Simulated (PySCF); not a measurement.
## Exercise with solution: oscillator strength and radiative lifetime

Te(H)(SMe) (CH4STe), SMILES CS[TeH].

Coordinates come from a B3LYP-D3(BJ)/def2-SVP optimisation. The def2 effective core potentials stand for the cores of Te; spin–orbit coupling is left out.

TDA-B3LYP/def2-SVPD (PySCF) puts the first singlet state with f over 0.02 at 6.20 eV (vertical), with the transition dipole (-0.294, -0.352, 0.866) in atomic units.

Find the oscillator strength, the wavelength and the radiative lifetime that this transition would have in vacuum if emission retraced absorption.


|μ|² = 0.9603 au, so |μ| = 2.49 D. ΔE = 6.20/27.211 = 0.2278 hartree. f = (2/3) ΔE |μ|² = 0.146 (the program prints 0.146).
λ = 1239.84/6.20 = 200 nm; ν = 50006 cm⁻¹.
Einstein's coefficient A = 0.6670 ν² f s⁻¹ (ν in cm⁻¹) = 2.4e8 s⁻¹, so τ = 1/A = 4.1 ns. This state is S7; the lower singlets have f = 0.002, 0.004, 0.011, 0.003, 0.008, 0.005. The figure is the radiative limit of this one transition; relaxation, internal conversion, crossing to triplets and a medium change what is measured.
